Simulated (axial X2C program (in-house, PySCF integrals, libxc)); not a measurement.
Photoelectron levels of As₂ by EOM-IP-CCSD

Computed with an in-house all-electron X2C program for linear molecules (integrals from PySCF): two-component X2C with atomic mean-field Coulomb and Gaunt terms, Gaussian nuclei, basis As dyall-cv3z with contracted cores.

R = 1.918 Å (0.920 times 2.085 Å, the PBE0 minimum at charge 0 for the lowest determinant).

Vertical ionisation energies of As₂ to the states of As₂⁺:

| Ω of As₂⁺ | vertical IE (eV) | above lowest (cm⁻¹) | ionised spinor | one-hole weight |
| --- | --- | --- | --- | --- |
| 1/2 | 10.055 | 0 | 80% As pσ, 18% As sσ | 0.94 |
| 3/2 | 10.230 | 1408 | 92% As pπ | 0.96 |
| 1/2 | 10.402 | 2801 | 92% As pπ | 0.96 |
| 1/2 | 14.756 | 37914 | 58% As sσ, 36% As pσ | 0.73 |

(1) Take the first Ω = 1/2 and Ω = 3/2 rows of π character: how far apart are they, and which lies lower?

This point took 27 s on 1 thread of Intel(R) Xeon(R) Platinum 8488C (Sapphire Rapids), with other jobs on the host.

Reference electrons by ω block (each with its −ω partner): 1/2: 22, 3/2: 9, 5/2: 2. 10 electrons of As₂ correlated (inner shells frozen), 94 natural virtual spinors (a truncated set); levels can be off by some tenths of an eV. Roots sought by Ω: (1/2: 4, 3/2: 3, 5/2: 1); rows need 60 % one-particle weight and stop where some Ω has no more roots. Missing are any skipped roots, higher Ω and states of a further excitation; these come out far too high here and may in truth be low or lowest. T1 of the reference 0.014 (Lee–Taylor). Number of frozen shells: As 3 s, 2 p, 1 d. g and u states are not told apart.

Results:

(1) E(3/2) − E(1/2) = 1408 − 2801 = -1393 cm⁻¹ at EOM-IP-CCSD: inverted, Ω = 3/2 lower. Splittings at this level can be off by ten to twenty per cent.
